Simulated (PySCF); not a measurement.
## Distorted geometries of [OsO(OH)5]+

[OsO(OH)5]+ (singlet). PySCF 2.14.0, RKS TPSS, Os def2-SVP with ECP60, O def2-SVP, H def2-SVP; non-relativistic Hamiltonian with scalar-relativistic core potentials where named; density fitting; no spin-orbit coupling. Relaxed geometry:

```xyz
12

Os   -0.0703   -0.1222   -0.0290
O     0.2722   -0.7541    1.5276
O    -0.0004   -0.0020   -1.9114
H     0.2821   -0.7400   -2.5015
O     1.7754    0.3689   -0.1583
H     2.2745    0.3258    0.6923
O    -0.2984    1.7920    0.1470
H     0.5269    2.3089   -0.0012
O    -1.9158    0.0911    0.1675
H    -2.2857    1.0087    0.1959
O    -0.2305   -1.9715   -0.5730
H    -0.2433   -2.6298    0.1625
```

Q: Order these distorted geometries by energy above the relaxed one, lowest first.
A.
```xyz
12

Os   -0.0706   -0.1226   -0.0883
O     0.2900   -0.7448    1.5624
O    -0.0143    0.0399   -1.9145
H     0.2852   -0.8006   -2.5224
O     1.7670    0.3452   -0.1276
H     2.2355    0.3599    0.6555
O    -0.2805    1.8009    0.1462
H     0.5723    2.2756    0.0135
O    -1.9391    0.1157    0.1907
H    -2.2539    1.0147    0.1772
O    -0.2569   -1.9594   -0.5852
H    -0.2479   -2.6488    0.2112
```
B.
```xyz
12

Os   -0.0825   -0.2003    0.0327
O     0.3645   -0.7044    1.6369
O    -0.1269    0.1400   -2.0402
H     0.4122   -0.6264   -2.5366
O     1.6960    0.3791   -0.0579
H     2.2629    0.3722    0.5763
O    -0.4247    1.6937    0.1827
H     0.4043    2.3353    0.1316
O    -1.8841   -0.0234    0.1093
H    -2.2057    0.8826    0.0795
O    -0.0577   -1.9779   -0.5887
H    -0.2715   -2.5946    0.1929
```
C.
```xyz
12

Os   -0.0326   -0.1328   -0.0232
O     0.3112   -0.7839    1.5463
O    -0.0089   -0.0473   -1.8804
H     0.2845   -0.7361   -2.5199
O     1.8058    0.3205   -0.2039
H     2.2776    0.3430    0.6643
O    -0.2781    1.8711    0.1984
H     0.4823    2.3211   -0.0296
O    -1.9700    0.1189    0.1533
H    -2.2832    1.0311    0.2192
O    -0.2263   -1.9732   -0.5548
H    -0.2753   -2.6564    0.1486
```

A: C (0.40 eV), A (0.69 eV), B (1.58 eV).

Q: Which forces (eV/Å) act in the one that lies 1.58 eV up?

A: 
```
Os   1.61  1.50 -1.09
O   -0.83 -0.31 -0.91
O    1.98 -2.78  1.37
H   -1.40  1.98  1.00
O   -5.61  0.54 -8.50
H    6.29 -0.22  7.75
O    1.83  1.96  0.09
H   -1.80 -1.52 -0.05
O   -1.04 -1.62  0.40
H   -0.79  1.35 -0.05
O   -0.77 -1.12  1.10
H    0.53  0.26 -1.12
```
Forces carry noise of the integration grid, about 0.01 to 0.03 eV/Å.

No frequency check is given that shows the relaxed geometry to be a minimum. No other spin state of this charge was computed.
